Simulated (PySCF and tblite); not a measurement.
C5H11NO, numbered as in [CH3:1][CH2:2][CH2:3][CH2:4][C:5]([NH2:6])=[O:7].

Geometries GFN2-xTB; weights from PBE0-D3(BJ)/pcSseg-1 (IEF-PCM, chloroform) energies and GFN2-xTB thermal corrections, with symmetry numbers and mirror pairs. Conformers within 1 kcal/mol (GFN2-xTB free energy) were kept, 10 at most. GIAO shieldings: PBE0/pcSseg-1 (IEF-PCM, chloroform). Shifts are against TMS (¹H), TMS (¹³C), NH3 (¹⁵N) at the same level. Programs: PySCF with density fitting and tblite.

Torsions listed: C1–C2–C3–C4, C2–C3–C4–C5, C3–C4–C5–O7, O7–C5–N6–H6. Of a mirror pair one member is shown.

| conformer | shape | weight % | dipole D |
| --- | --- | --- | --- |
| 1 | 180°, 71°, 33°, 1° | 57.2 | 4.50 |
| 2 | -70°, -70°, -26°, -177° | 14.7 | 4.43 |
| 3 | 180°, 180°, 0°, 0° | 11.6 | 4.56 |
| 4 | 67°, 174°, 0°, 0° | 10.0 | 4.51 |
| 5 | 180°, -178°, 100°, -1° | 3.4 | 4.73 |

Not shown: 1 more, 3.1 % in all.

Problem. How do the computed shifts compare with measured ones?

Solution. 
```
nucleus  signal  leading conformer  average  measured                                          medium
     ¹H      H1               1.00     1.00      0.93  not stated per compound (mostly CDCl3 or CCl4)
     ¹H      H2               1.17     1.24      1.37  not stated per compound (mostly CDCl3 or CCl4)
     ¹H      H3               1.58     1.57       1.6  not stated per compound (mostly CDCl3 or CCl4)
     ¹H      H4               2.21     2.22      2.22  not stated per compound (mostly CDCl3 or CCl4)
```

Measured values: Pretsch, Buehlmann, Badertscher, Structure Determination of Organic Compounds, 4th ed. (2009). Mean difference for ¹H: -0.02 ppm, scatter 0.07 ppm. The computed shifts are unscaled and lack vibrational corrections.


¹⁵N shifts are against a computed isolated NH3 molecule, about 20 ppm from the liquid.